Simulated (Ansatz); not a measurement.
Basis-set series for CH$_{6}$S$_{2}$Sn (`CS[S][SnH3]`). Total charge 0; spin multiplicity 1. Sn: def2 effective core potential. Geometry: relaxed with PBE0-D4/def2-TZVP. It is one conformer, not always the lowest.

Z-matrix (Å, degrees):
```
C
S 1 1.800
H 1 1.090 2 111.1
H 1 1.093 2 106.1 3 118.5
H 1 1.089 2 110.7 3 -122.9
S 2 2.055 1 102.3 3 63.1
Sn 6 2.417 2 98.1 1 -90.5
H 7 1.708 6 107.5 2 174.2
H 7 1.703 6 108.1 2 -65.1
H 7 1.706 6 107.3 2 54.5
```

```
functional       basis  functions  energy (Eh)  HOMO (eV)  LUMO (eV)
   PBE0-D4  def2-TZVPP        249  -1052.13191      -6.54      -0.77
   PBE0-D4  def2-QZVPP        459  -1052.16071      -6.56      -0.85
   ωB97M-V  def2-TZVPP        249  -1052.31961      -8.62       0.90
   ωB97M-V  def2-QZVPP        459  -1052.34741      -8.65       0.67
```

Give the rows for def2-SVP. (An estimate is asked.)

Ansatz gave: 
| functional | basis | functions | energy (Eh) | HOMO (eV) | LUMO (eV) |
| --- | --- | --- | --- | --- | --- |
| PBE0-D4 | def2-SVP | 106 | -1051.79386 | -6.49 | -0.58 |
| ωB97M-V | def2-SVP | 106 | -1051.97892 | -8.54 | 1.33 |

Positive LUMOs are unbound and depend on the basis.
